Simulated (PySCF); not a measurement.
**Working out the ionisation energy of Nb+**

Nb+ [Kr] 4d4 (5D) → Nb(2+) [Kr] 4d3 (4F). Computed with PySCF 2.14 in x2c-SVPall (6s5p5d1f, 53 functions), with the spin-free X2C one-electron Hamiltonian (Gaussian nucleus). Frozen: [Kr]. Energies in hartree (1 hartree = 27.21139 eV):

```
             part   Nb+ (lower)  Nb(2+) (upper)
              UHF  -3816.666719    -3816.185989
MP2 opposite-spin      0.000000        0.000000
    MP2 same-spin     -0.027605       -0.011581
```

Task: What does Hartree-Fock give?

Result: (-3816.185989) − (-3816.666719) = 0.480730 hartree = 13.081 eV.

Task: What do MP2 and SCS-MP2 (6/5 opposite-spin, 1/3 same-spin) give?

Result: The opposite-spin parts differ by 0.000 eV and the same-spin parts by 0.436 eV. MP2: 13.081 + (0.000) + (0.436) = 13.517 eV. SCS-MP2: 13.081 + 1.2 × (0.000) + (0.436)/3 = 13.226 eV.

Reference: 14.32 eV (semi-empirical (NIST evaluation); NIST Atomic Spectra Database, ionization energies), between the lowest levels; spin-orbit coupling is absent from the calculation.

A double-zeta basis recovers only part of the correlation energy.

What remains against the reference includes basis incompleteness, the frozen core and correlation beyond second order.
